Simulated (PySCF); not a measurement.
## Molecular orbitals of ScF

PBE0 at R = 1.844 Å; basis Sc def2-TZVPP, F def2-TZVPP; no relativity; PySCF 2.14. State: ³Δ (triplet), unpaired electrons σ ↑, δ ↑. Only the outer orbitals are listed, counted within each symmetry.

```tsv
spin	orbital	occ.	ε (eV)	on Sc (%)	main shells (%)
α	7σ	1	-29.97	13	88 F s, 10 Sc p
α	8σ	1	-10.89	11	88 F p
α	3π	1	-10.51	8	92 F p
α	3π	1	-10.51	8	92 F p
α	9σ	1	-4.65	100	85 Sc s, 10 Sc p
α	1δ	1	-4.56	100	100 Sc d
α	4π	0	-1.28	100	59 Sc p, 40 Sc d
α	4π	0	-1.28	100	59 Sc p, 40 Sc d
α	10σ	0	-1.09	97	54 Sc d, 41 Sc p
β	2π	1	-34.00	100	100 Sc p
β	2π	1	-34.00	100	100 Sc p
β	7σ	1	-29.96	14	86 F s, 12 Sc p
β	8σ	1	-10.89	10	89 F p
β	3π	1	-10.54	8	92 F p
β	3π	1	-10.54	8	92 F p
β	9σ	0	-1.77	100	88 Sc s
β	1δ	0	-0.05	100	100 Sc d
β	10σ	0	-0.02	97	55 Sc d, 42 Sc p
```

Q: Which are the highest filled and the lowest empty level, where do they sit, and how wide is the gap?

A: Highest filled α 1δ at -4.56 eV (in %: 100 Sc d); lowest empty β 9σ at -1.77 eV (in %: 88 Sc s); the gap at PBE0 is 2.79 eV.

```
bond order (Mayer)                              : 1.02
⟨S²⟩                                            : 2.001
charge on Sc (Mulliken, basis-dependent)        : 0.43
charge on Sc (Löwdin, basis-dependent)          : -0.09
dipole moment (positive dipole means Sc(−)F(+)) : -2.80 D
polarisability along the bond                   : 86.9 bohr³
polarisability across the bond                  : 119.0 bohr³
```

With d or f electrons several states lie close, and the lowest PBE0 determinant need not be the measured ground state.
